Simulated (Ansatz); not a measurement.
`[Cl][InH][Cl]` and `C[O][In]([Cl])[Cl]` differ in one atom or group.

Ansatz, PBE0-D4/def2-TZVP geometries, multiplicity 1. Each molecule was computed in one conformer, which needn't be the lowest.

Elements past krypton have def2 core potentials.

| property | `[Cl][InH][Cl]` |
| --- | --- |
| LUMO energy (PBE/def2-TZVPP) / eV | -2.67 |
| zero-point energy (PBE0-D4/def2-TZVP) / kJ/mol | 21.5 |
| LUMO energy (B3LYP/def2-TZVPP) / eV | -2.23 |
| ideal-gas entropy at 298 K and 1 bar (rigid rotor, harmonic PBE0-D4/def2-TZVP) / J/(mol·K) | 313 |
| LUMO energy (PBE0/def2-TZVPP) / eV | -1.95 |
| HOMO–LUMO gap (B3LYP/def2-TZVPP) / eV | 6.42 |

(1) What does the change do to each property? (Estimate.)

## Answers

(1) The calculation gave: 
```tsv
property	`C[O][In]([Cl])[Cl]`	shift
LUMO energy (PBE/def2-TZVPP) / eV	-3.40	-0.73
zero-point energy (PBE0-D4/def2-TZVP) / kJ/mol	113.9	92.4
LUMO energy (B3LYP/def2-TZVPP) / eV	-2.83	-0.60
ideal-gas entropy at 298 K and 1 bar (rigid rotor, harmonic PBE0-D4/def2-TZVP) / J/(mol·K)	403	90
LUMO energy (PBE0/def2-TZVPP) / eV	-2.52	-0.57
HOMO–LUMO gap (B3LYP/def2-TZVPP) / eV	5.16	-1.26
```

With PBE0 the HOMO rises by 0.70 eV and the LUMO falls by 0.57 eV, so the gap narrows by about 1.27 eV. PBE moves the HOMO by 0.82 eV and ωB97M-V by 0.53 eV. The zero-point energy changes by 92.4 kJ/mol with +12 modes. Modes under 60 cm⁻¹, often nearly free rotors, make the harmonic entropy too high.

B3LYP here is the variant with VWN-RPA as its local correlation; programs differ in this.
